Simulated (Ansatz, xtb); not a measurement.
C4H5NO2: which of two isomers lies lower

Structure I is `Nc1cc(O)co1`, a singlet and structure II is `Nc1coc(O)c1`, a singlet. Both are isolated molecules in the gas phase, relaxed with B3LYP/def2-SVP; the shapes shown needn't be the lowest conformers.

I (Å):

```csv
atom,x (Å),y (Å),z (Å)
C,-1.2824,1.3366,-1.5067
C,-1.1487,1.6490,-0.1742
C,-0.0953,0.7908,0.3073
C,0.3260,0.0308,-0.7456
N,-2.0668,1.8519,-2.5205
O,0.4007,0.7241,1.5681
O,-0.4164,0.3749,-1.8643
H,-2.9339,2.2750,-2.2080
H,-2.2110,1.2052,-3.2909
H,-1.7125,2.3903,0.3880
H,-0.0431,1.3830,2.1148
H,1.0743,-0.7430,-0.8685
```

II (Å):

| atom | x (Å) | y (Å) | z (Å) |
| --- | --- | --- | --- |
| C | -1.0048 | 1.2253 | -1.5176 |
| C | -1.9731 | 0.5573 | -0.8150 |
| C | -0.4191 | 1.1085 | 0.6350 |
| C | 0.0221 | 1.5867 | -0.5663 |
| N | -0.9994 | 1.5774 | -2.8659 |
| O | -1.6050 | 0.4948 | 0.5255 |
| O | 0.1348 | 1.1578 | 1.8528 |
| H | -1.6418 | 1.0412 | -3.4410 |
| H | -0.0735 | 1.5881 | -3.2832 |
| H | -2.9270 | 0.1106 | -1.0728 |
| H | -0.4651 | 0.7258 | 2.4783 |
| H | 0.9419 | 2.1347 | -0.7504 |

Quicker runs give these differences E(II) − E(I): GFN2-xTB −1.42 kcal/mol; HF/STO-3G −1.71 kcal/mol (at GFN2-xTB geometries); r2SCAN-D4/def2-SVP −1.60 kcal/mol (at GFN2-xTB geometries).

Problem. Estimate E(II) − E(I) at the level CCSD(T)/def2-SVP + ΔMP2/def2-TZVPP.

Solution. CCSD(T)/def2-SVP + ΔMP2/def2-TZVPP gives E(II) − E(I) = −1.36 kcal/mol, slightly favouring structure II, which is too small a margin to settle the true order.

How the difference moves with the method:

```json
{"level": "GFN2-xTB", "geometry": "GFN2-xTB", "E(II) − E(I) (kcal/mol)": "−1.42", "departure from the last row (kcal/mol)": "−0.06", "job, with rough time for the two": "optimisation, 0.13 s"}
{"level": "HF/STO-3G", "geometry": "GFN2-xTB", "E(II) − E(I) (kcal/mol)": "−1.71", "departure from the last row (kcal/mol)": "−0.35", "job, with rough time for the two": "single point, 0.4 s"}
{"level": "r2SCAN-D4/def2-SVP", "geometry": "GFN2-xTB", "E(II) − E(I) (kcal/mol)": "−1.60", "departure from the last row (kcal/mol)": "−0.24", "job, with rough time for the two": "single point, 2.9 s"}
{"level": "B3LYP/def2-SVP", "geometry": "B3LYP/def2-SVP", "E(II) − E(I) (kcal/mol)": "−1.40", "departure from the last row (kcal/mol)": "−0.04", "job, with rough time for the two": "optimisation, 37 s"}
{"level": "HF/def2-SVP", "geometry": "B3LYP/def2-SVP", "E(II) − E(I) (kcal/mol)": "−1.75", "departure from the last row (kcal/mol)": "−0.39", "job, with rough time for the two": "part of the CCSD(T) run"}
{"level": "MP2/def2-SVP", "geometry": "B3LYP/def2-SVP", "E(II) − E(I) (kcal/mol)": "−1.99", "departure from the last row (kcal/mol)": "−0.63", "job, with rough time for the two": "part of the CCSD(T) run"}
{"level": "CCSD(T)/def2-SVP", "geometry": "B3LYP/def2-SVP", "E(II) − E(I) (kcal/mol)": "−1.93", "departure from the last row (kcal/mol)": "−0.57", "job, with rough time for the two": "single point"}
{"level": "CCSD(T)/def2-SVP + ΔMP2/def2-TZVPP", "geometry": "B3LYP/def2-SVP", "E(II) − E(I) (kcal/mol)": "−1.36", "departure from the last row (kcal/mol)": "", "job, with rough time for the two": "single point, 52 s"}
```

As drawn, both hold the same kinds of bond in the same numbers.

The largest departure from CCSD(T)/def2-SVP + ΔMP2/def2-TZVPP is that of MP2/def2-SVP, 0.63 kcal/mol. The last row adds to CCSD(T) the change of the MP2 difference between the two basis sets, here +0.57 kcal/mol.

With thermal terms from frequencies at re-optimised GFN2-xTB minima (ideal gas, soft modes damped towards free rotors, one conformer each, 298.15 K, 1 atm): on the last row, ΔE + ΔZPE = −1.29, ΔH = −1.33, ΔG = −1.23 kcal/mol.

The correlated steps freeze 7 core orbitals. Run with Ansatz 0.2.0, xtb 6.7.1; the last row on 2 threads of Intel(R) Xeon(R) Platinum 8488C (Sapphire Rapids) on a shared host.
